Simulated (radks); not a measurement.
The numbers below are computed, except where a source is named.
Spherical quantum dot in the effective-mass picture: electrons in a parabolic well V = omega^2 r^2 / 2 with omega = 2.78, all in effective atomic units (hartree* = m*/eps^2 hartree, bohr* = eps/m* bohr), one dielectric constant everywhere. Level of theory: non-relativistic Kohn-Sham, LDA (Slater exchange, Perdew-Wang correlation), spin-polarised, spherical densities (a radial shooting solver with Libxc functionals). Levels are named by radial order and angular momentum (1s, 1p, 1d, 2s, ...), and open shells are averaged over m. Results are scaled to m* = 0.391 and eps = 10.6, for which hartree* = 94.69 meV and bohr* = 1.435 nm.

N = 20, configuration 1s2 1p6 1d10 2s2. This is the lowest configuration that the search found. Occupied and some empty levels:

level,occupation,eigenvalue (meV),<r> (nm)
1s,2,1926.1,1.283
1p,6,2078.4,1.629
1d,10,2246.0,1.882
2s,2,2273.6,1.675
1f,0,2426.6,2.087
2p,0,2466.2,1.899
1g,0,2618.1,2.263

Energy (meV): total 29703.0, kinetic 5362.3, external 11717, Hartree 14086, exchange-correlation -1462.0.
